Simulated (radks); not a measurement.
Question: Species: the manganese ion Mn+. Configuration: [Ne] 3s2 3p5 3d5 4s2 (not the ground configuration). All-electron calculation, scalar-relativistic Kohn-Sham, r2SCAN, spin-unpolarised, spherical densities, finite nucleus; meta-GGA in the generalised Kohn-Sham scheme; Fermi nuclear charge, rms radius 3.7057 fm. Program: a radial shooting solver on a logarithmic mesh with Libxc functionals. Some entries of the table are withheld. Estimate them.

orbital  occ.  eigenvalue (Ry)  r(max) (bohr)  <r^2> (bohr^2)
1s          2        -475.7673        0.03988        0.004990
2s          2        -56.65110         0.2321         0.09175
2p          6        -48.09958         0.1883         0.07489
3s          2         -7.69303         0.7325          0.8179
3p          5         -5.28080         0.7474          0.9290
3d          5         -1.55344         0.7432             (1)
4s          2              (2)          2.278           7.952

Answer: 
(1) 3d <r^2> (bohr^2): 1.492
(2) 4s eigenvalue (Ry): -1.02139
